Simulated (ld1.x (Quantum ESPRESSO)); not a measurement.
# Configuration tests for indium (ultrasoft)

* Element: In (Z = 49)
* Generator: ld1.x (Quantum ESPRESSO) 7.5
* Type: ultrasoft
* Functional: PBE
* Relativity: scalar-relativistic
* Frozen core: [Kr]
* Valence charge: 13
* Reference configuration: 4d10 5s2 5p1
* Partial waves: 5s (bound): rcut 1.70, rcutus 1.90 bohr; 5s channel at 0.1 Ry: rcut 1.70, rcutus 1.90 bohr; 5p (bound): rcut 2.10, rcutus 2.45 bohr; 5p channel at 1.35 Ry: rcut 2.10, rcutus 2.45 bohr; 4d (bound): rcut 0.90, rcutus 1.10 bohr; 4d channel at -0.6 Ry: rcut 0.90, rcutus 1.10 bohr; 4f channel at -0.15 Ry: rcut 2.20, rcutus 2.35 bohr; 4f channel at 1.75 Ry: rcut 2.20, rcutus 2.35 bohr
* Local potential: all-electron potential smoothed inside 0.85 bohr (lloc = -1)
* Core correction: Bessel-smoothed model core inside 1.05 bohr
* Augmentation charge: PSQ, radius 0.70 bohr

Energies are relative to the spin-unpolarised reference configuration 4d10 5s2 5p1; without spin polarisation the order of configurations can differ from experiment. Not all tests gave a result: 2 of 7 tests not solved or not reliable. Left out of the table: 4d9 5s2 5p1 (solver errors, printed error -7.8 eV); 4d9 5s2 5p2 (solver errors, printed error +41.2 eV). The frozen-core shift is the all-electron ΔE with the core orbitals held at their reference shape minus the fully relaxed ΔE.

```csv
valence configuration,charge,ΔE all-electron (eV),error AE − PS (meV),frozen-core shift (meV)
4d10 5s2 5p0,+1,5.363,-1.4,+1.3
4d10 5s1 5p0,+2,24.598,-6.7,+6.2
4d10 5s2 5p0.5,+0.5,1.940,-0.5,n/a
4d9 5s0 5p0,+4,109.307,-228,n/a
```

(1) What are ΔE and the potential's error for 4d10 5s0 5p0?

Levels in the configuration 4d9 5s0 5p0:

```
level  all-electron (eV)  pseudo (eV)
   4d            -65.113      -65.495
```

Note: ghost states, extra bound levels that the all-electron valence spectrum of the same l lacks: p at -501.2 eV, s at -346.4 eV, s at -23.6 eV. A true bound ghost makes a file unfit for plane-wave use.

Answers

(1) ΔE = 52.918 eV all-electron; the error (AE − PS) is -20 meV.
